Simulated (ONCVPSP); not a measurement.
**Which setting gave this result? (S, ONCV)**

Base potential:

| Property | Result |
| --- | --- |
| Element | S |
| Generator | ONCVPSP 4.0.1 |
| Type | optimised norm-conserving Vanderbilt (ONCV) |
| Functional | PBE |
| Relativity | scalar-relativistic |
| Frozen core | [He] |
| Valence charge | 14 |
| Reference configuration | 2s2 2p6 3s2 3p4 |
| Partial waves | 2s+3s: rc 0.80 bohr, ncon 4, nbas 8, qcut 17 1/bohr, 2 projectors; 2p+3p: rc 0.90 bohr, ncon 4, nbas 8, qcut 13.7 1/bohr, 2 projectors; d scattering state at 0.44 Ha: rc 0.80 bohr, ncon 4, nbas 7, qcut 13.9 1/bohr, local |
| Local potential | the d channel |
| Core correction | polynomial model core, fcfact 0.45 |

Cutoffs, loose and tight: the cutoffs (Ha) at which the residual kinetic energy of the hardest occupied pseudo-wave falls to 1 and 0.1 mHa per electron. They do not see the model core or the augmentation charge, which bear on the density cutoff. Test errors are all-electron minus pseudo excitation energies from the reference, over the configurations 2s2 2p6 3s2 3p3; 2s2 2p6 3s2 3p2; 2s2 2p6 3s2 3p1; 2s2 2p5 3s2 3p4; variants that change the core or the reference have their own tests.

Only the scale of all radii but the core radius (base = 1) is moved:

| scale of all radii but the core radius (base = 1) | cutoff, loose | cutoff, tight | bound ghosts | largest test error (meV) |
| --- | --- | --- | --- | --- |
| 0.77 | 425 Ha | 511 Ha | none | +615 |
| 0.92 | 129 Ha | 305 Ha | none | +1034 |
| 0.97 | 94 Ha | 264 Ha | none | +1167 |
| 1.02 | 86 Ha | 143 Ha | none | +1391 |
| 1.07 | 82 Ha | 93 Ha | none | +1535 |
| 1.15 | 78 Ha | 87 Ha | none | +1820 |
| 1.22 | 74 Ha | 85 Ha | none | +2060 |
| 1.27 | 72 Ha | 88 Ha | none | +2215 |
| 1.3 | 70 Ha | 87 Ha | none | +2357 |

**Question.** One more run gave cutoff, loose: 214 Ha; cutoff, tight: 347 Ha; bound ghosts: none; largest test error (meV): +906. Which value of the scale of all radii but the core radius (base = 1) was used?

**Answer.** 0.86. The loose cutoff moves one way along this sweep, from 425 Ha at 0.77 to 70 Ha at 1.3, which places the run between 0.77 and 0.92.
